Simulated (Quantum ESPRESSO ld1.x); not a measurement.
ld1.x (Quantum ESPRESSO 7.5) input

```
 &input
    zed=54.0,
    iswitch=1,
    rel=1,
    dft='BLYP',
    config='[Kr] 4d10 5s2 5p2',
    verbosity='high',
    prefix='ld1',
    max_out_wfc=37,
    file_charge='ld1.rho',
 /
```

Command: `OMP_NUM_THREADS=1 ld1.x < ld1.in > ld1.out`

Output:

```
     Program LD1 v.7.5 starts

     --------------------------- All-electron run ----------------------------

     scalar relativistic calculation

     atomic number is 54.00
     dft =BLYP   lsd =0 sic =0 latt =0  beta=0.20 tr2=1.0E-14
     Exchange-correlation= BLYP
                           (   1   3   1   3   0   0   0)
     mesh =2075 r(mesh) =  99.78481 a.u. xmin = -8.00 dx = 0.00800
     1 Ry =  13.60569312 eV, c = 137.03599908

     n l     nl                  e(Ry)          e(Ha)          e(eV)
     1 0     1S 1( 2.00)   -2530.295990095   -1265.147995047 -34426.4307516
     2 0     2S 1( 2.00)    -396.738684621    -198.369342310  -5397.9047930
     2 1     2P 1( 6.00)    -356.371096723    -178.185548362  -4848.6757799
     3 0     3S 1( 2.00)     -83.890029425     -41.945014713  -1141.3819964
     3 1     3P 1( 6.00)     -70.855176858     -35.427588429   -964.0337925
     4 0     4S 1( 2.00)     -17.935362640      -8.967681320   -244.0230401
     4 1     4P 1( 6.00)     -13.801746120      -6.900873060   -187.7823223
     3 2     3D 1(10.00)     -51.521060994     -25.760530497   -700.9797453
     4 2     4D 1(10.00)      -7.769457472      -3.884728736   -105.7088541
     5 0     5S 1( 2.00)      -4.533439320      -2.266719660    -61.6805842
     5 1     5P 1( 2.00)      -3.509202395      -1.754601198    -47.7451309

     final scf error:  8.6E-16 reached in  25 iterations

     Etot =  -14888.049152 Ry,   -7444.024576 Ha, -202562.227960 eV

     Ekin =   15657.976998 Ry,    7828.988499 Ha,  213037.629964 eV
     Encl =  -35861.865195 Ry,  -17930.932597 Ha, -487925.532659 eV
     Eh   =    5687.405766 Ry,    2843.702883 Ha,   77381.097523 eV
     Exc  =    -371.566722 Ry,    -185.783361 Ha,   -5055.422788 eV

     normalization and overlap integrals

     s(1S/1S) =  1.000000  <r> =   0.0267  <r2> =    0.0010  r(max) =   0.0171
     s(1S/2S) = -0.015675
     s(1S/3S) = -0.006640
     s(1S/4S) = -0.003071
     s(1S/5S) = -0.001276
     s(2S/2S) =  1.000000  <r> =   0.1146  <r2> =    0.0155  r(max) =   0.0970
     s(2S/3S) = -0.004102
     s(2S/4S) = -0.001823
     s(2S/5S) = -0.000752
     s(2P/2P) =  1.000000  <r> =   0.1003  <r2> =    0.0123  r(max) =   0.0775
     s(2P/3P) = -0.003340
     s(2P/4P) = -0.001395
     s(2P/5P) = -0.000538
     s(3S/3S) =  1.000000  <r> =   0.3064  <r2> =    0.1073  r(max) =   0.2789
     s(3S/4S) = -0.001242
     s(3S/5S) = -0.000498
     s(3P/3P) =  1.000000  <r> =   0.3044  <r2> =    0.1074  r(max) =   0.2723
     s(3P/4P) = -0.001055
     s(3P/5P) = -0.000396
     s(4S/4S) =  1.000000  <r> =   0.7159  <r2> =    0.5787  r(max) =   0.6617
     s(4S/5S) = -0.000321
     s(4P/4P) =  1.000000  <r> =   0.7635  <r2> =    0.6635  r(max) =   0.6942
     s(4P/5P) = -0.000255
     s(3D/3D) =  1.000000  <r> =   0.2809  <r2> =    0.0933  r(max) =   0.2265
     s(3D/4D) = -0.000729
     s(4D/4D) =  1.000000  <r> =   0.8701  <r2> =    0.8812  r(max) =   0.7460
     s(5S/5S) =  1.000000  <r> =   1.7089  <r2> =    3.2650  r(max) =   1.5574
     s(5P/5P) =  1.000000  <r> =   1.9433  <r2> =    4.2342  r(max) =   1.7560

     ------------------------ End of All-electron run ------------------------
```

Run on one thread of a shared host, so times are rough (Intel(R) Xeon(R) Processor @ 2.60GHz): 0.69 s of CPU time, 0.71 s wall, 25 iterations on 2075 mesh points.
